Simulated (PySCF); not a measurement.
CH4MoO2S, SMILES [CH3][Mo](=[O])(=[O])[SH], multiplicity 1. Geometry optimised at PBE0-D3(BJ)/def2-SVP. The multiplicity is an assumed one; no other spin state was optimised. The structure was generated by enumeration; whether it is a known compound was not checked. The def2 effective core potentials stand for the cores of Mo; spin–orbit coupling is left out. One conformer was computed; it need not be the lowest.

### Question
Give the equilibrium geometry at PBE0-D3(BJ)/def2-SVP (PySCF confirms it by a frequency run) as Cartesian coordinates in Å. (An estimate is asked for; the answer gives what the named calculation found.)

### Answer
This is not unique; one that fits is 
```xyz
9

Mo     0.2650    -0.0198    -0.1119
O      1.4547     0.9155     0.5988
O      0.8749    -1.4921    -0.6137
C     -0.3044     0.9981    -1.8522
H     -0.6880     1.9958    -1.5847
H     -1.0861     0.4205    -2.3712
H      0.5631     1.1138    -2.5212
S     -1.5850    -0.3085     1.2801
H     -1.3679     0.8609     1.9289
```
